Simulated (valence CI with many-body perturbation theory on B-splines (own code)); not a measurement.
Hyperfine factors and g values of Al5+

Level of theory: relativistic CI+MBPT: six valence electrons over a frozen Dirac-Fock core [He], radial functions for each j: 9 s, 9 p, 8 d, 6 f, 3 g, 1 h, with the one-electron correlation potential Σ1, the two-electron term Σ2, the three-electron term Σ3, Breit, model QED; selected CI, second order for the rest, scaled by the run's own slope (own B-spline code, finite nucleus).

Against 19 measured levels this calculation errs by 241 cm⁻¹ on average and by 587 at most. These come from a selection out of NIST levels in Kelleher and Podobedova, J. Phys. Chem. Ref. Data 37, 709 (2008); Martin and Zalubas, J. Phys. Chem. Ref. Data 8, 817 (1979). Levels without a partner in it may be off by more. Among the levels kept, up to 1500 cm⁻¹ of a level comes from second order outside the variational space, and about a tenth of that is noise between levels of different J, which matters for small intervals. 1 measured level below the end of the list, from 1064493 cm⁻¹ on, found no clear computed partner, and computed levels of the same name lie up to 1338 cm⁻¹ from them.

A/g_I is the dipole constant over the nuclear g factor μ/I (μ in nuclear magnetons, uniformly magnetised nucleus), B/Q the quadrupole constant per barn. Both hold the static response of the core; the bare values leave it out. Large factors of s and p1/2 electrons are usually good to 5 to 10 %; those of open d and f shells near neutrality can be off by tens of per cent, and small factors of p3/2, d and f electrons come from cancelling terms and can be off by a factor of two or in sign, in half-filled shells by more. B is blank for J = 1/2, where it vanishes, and for nearly pure S terms. Energies count from the lowest level. Levels with J = 0 are left out.

Letters in brackets count levels of one name in rising energy.

| Level | E (cm⁻¹) | g | A/g_I (MHz) | A/g_I bare | B/Q (MHz/b) | B/Q bare |
| --- | --- | --- | --- | --- | --- | --- |
| 2s²2p⁴ ³P_2 | 0 | 1.500 | 2370 | 2760 | 3810 | 3850 |
| 2s²2p⁴ ³P_1 | 2722 | 1.501 | -98.7 | 337 | -1900 | -1920 |
| 2s²2p⁴ ¹D_2 | 41328 | 1.000 | 4140 | 4140 | -7750 | -7840 |
| 2s2p⁵ ³P°_2 | 323070 | 1.500 | 11300 | 11100 | -3770 | -3810 |
| 2s2p⁵ ³P°_1 | 325550 | 1.500 | 13400 | 13100 | 1900 | 1920 |
| 2s2p⁵ ¹P°_1 | 451770 | 0.999 | 4380 | 4340 | -3780 | -3820 |
| 2s²2p³3s ⁵S°_2 | 893800 | 2.001 | 1970 | 2530 |  |  |
| 2s²2p³3s ³S°_1 | 912530 | 2.000 | -1760 | -601 |  |  |
| 2s²2p³3s ³D°_2 | 960690 | 1.168 | 3210 | 3270 | 988 | 999 |
| 2s²2p³3s ³D°_3 | 960700 | 1.333 | 4800 | 4870 | -103 | -105 |
| 2s²2p³3s ³D°_1 | 960710 | 0.503 | 1410 | 1340 | 481 | 486 |
| 2s²2p³3p ⁵P_1 | 968960 | 2.501 | -385 | 654 | 76.4 | 77.0 |
| 2s²2p³3p ⁵P_2 | 969170 | 1.834 | 389 | 963 | -758 | -764 |
| 2s²2p³3p ⁵P_3 | 969510 | 1.667 | 265 | 723 | 760 | 767 |
| 2s²2p³3s ¹D°_2 | 970020 | 1.003 | 4360 | 4360 | -102 | -103 |
| 2s²2p³3p ³P_1 [a] | 986090 | 1.500 | 961 | 1440 | -494 | -499 |
| 2s²2p³3p ³P_2 [a] | 986150 | 1.501 | 606 | 1090 | 1020 | 1030 |
| 2s²2p³3s ³P°_1 | 993420 | 1.498 | 6500 | 6580 | -517 | -522 |
| 2s²2p³3s ³P°_2 | 993610 | 1.496 | 3660 | 3800 | -1010 | -1020 |
| 2s²2p³3s ¹P°_1 | 1003000 | 0.998 | 4260 | 4270 | 6.25 | 5.56 |
| 2s²2p³3p ¹P_1 | 1027500 | 0.943 | 4050 | 4050 | 2740 | 2770 |
| 2s²2p³3p ³D_2 | 1030500 | 1.162 | 2770 | 2860 | -1510 | -1530 |
| 2s²2p³3p ³D_1 [a] | 1030600 | 0.559 | 5460 | 5240 | -929 | -938 |
| 2s²2p³3p ³D_3 [a] | 1031000 | 1.330 | 3100 | 3260 | -3060 | -3090 |
| 2s²2p³3p ³F_2 | 1036000 | 0.673 | 2680 | 2530 | 923 | 932 |
| 2s²2p³3p ³F_3 | 1036200 | 1.087 | 2410 | 2470 | 1080 | 1090 |
| 2s²2p³3p ³F_4 | 1036500 | 1.250 | 2770 | 2890 | 632 | 637 |
| 2s²2p³3p ¹F_3 | 1039400 | 1.002 | 2990 | 2980 | 734 | 740 |
| 2s²2p³3p ³P_1 [b] | 1056600 | 1.537 | 877 | 1200 | 286 | 289 |
| 2s²2p³3p ³P_2 [b] | 1056900 | 1.500 | 3310 | 3570 | 210 | 212 |
| 2s²2p³3p ³S_1 | 1063200 | 1.963 | 246 | 739 |  |  |
| 2s²2p³3d ⁵D°_4 | 1064400 | 1.500 | 40.3 | 365 | 103 | 108 |

**Question.** Take the isotope of mass number 27, with I = 5/2, μ = 3.6407 μN and Q = 0.1466 b. What is the hyperfine structure of 2s2p⁵ ¹P°_1?

**Answer.** From the table A = 6370 MHz, B = -554 MHz. Shifts from the centre of gravity in MHz: F = 3/2: -22700, F = 5/2: -5930, F = 7/2: 15800.
